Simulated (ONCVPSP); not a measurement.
## Varying the ONCV potential for Hf (Z = 72)

Base potential:

ONCVPSP 4.0.1 input, shortened (lines: element, Z, core and valence counts, functional; n l f; lmax; l rc ep ncon nbas qcut; lloc lpopt rc5 dvloc0; l nproj debl; icmod fcfact rcfact), Wu-Cohen, scalar-relativistic:

```
  Hf 72.00   10    4  -118130      upf
    1    0    2.00
    2    0    2.00
    2    1    6.00
    3    0    2.00
    3    1    6.00
    3    2   10.00
    4    0    2.00
    4    1    6.00
    4    2   10.00
    4    3   14.00
    5    0    2.00
    5    1    6.00
    5    2    2.00
    6    0    2.00
    2
    0    1.60    0.00    4    7    8.20
    1    1.70    0.00    4    9    9.40
    2    3.25    0.00    4    9    5.60
    4    5    1.40    0.00
    0    3    2.50
    1    3    2.20
    2    2    3.70
    0    0.00    0.00
```

All-electron outer shells of the reference configuration (Wu-Cohen, scalar-relativistic, ld1.x):

```tsv
shell	level (eV)	outermost node (bohr)	outermost maximum (bohr)
5s	-67.01	0.55	1.01
5p	-35.56	0.60	1.16
4f	-16.82	–	0.45
6s	-5.14	1.37	2.89
5d	-2.71	0.67	1.69
```

Cutoffs, loose and tight: the cutoffs (Ha) at which the residual kinetic energy of the hardest occupied pseudo-wave falls to 1 and 0.1 mHa per electron. They do not see the model core or the augmentation charge, which bear on the density cutoff. Test errors are all-electron minus pseudo excitation energies from the reference, over the configurations 5s2 5p6 5d2 6s1; 5s2 5p6 5d2 6s0; 5s2 5p6 5d1 6s0; 5s2 5p6 5d2 6s0 6p2. A dash means not determined; rows that change the core or the reference have their own tests. The largest error is taken over the tests solved by every variant that gives reliable tests at all: 5s2 5p6 5d2 6s0; 5s2 5p6 5d2 6s0 6p2; 5s2 5p6 5d2 6s1.

```tsv
change	outcome	cutoff, loose	cutoff, tight	bound ghosts	GHOST(+) flags above zero	largest test error (meV)
base	generated	26 Ha	31 Ha	none	s	-2.5
p: nbas 7	generated	25 Ha	31 Ha	none	s	-2.6
d: rc 4.32	generated	26 Ha	31 Ha	none	s	+87
s: qcut 12.1	failed: ERROR pspot: first pseudo wave function has node, program will stop	–	–	–	–	–
local potential polynomial inside 1.40 bohr (lpopt 5, dvloc0 -1 Ha)	generated	26 Ha	31 Ha	none	s	-2.5
s: qcut 11.8; p: qcut 13.5; d: qcut 8	failed: ERROR pspot: first pseudo wave function has node, program will stop	–	–	–	–	–
functional LDA (Perdew-Wang 92)	generated	26 Ha	31 Ha	none	s	+1.1
all radii scaled by about 1.18 (s 1.88, p 2.00, d 3.84 bohr); local potential polynomial inside 1.66 bohr (lpopt 5, dvloc0 0 Ha)	generated	20 Ha	26 Ha	none	s	-4.1
p: ncon 5, nbas 10	generated	29 Ha	34 Ha	none	s	-2.5
```
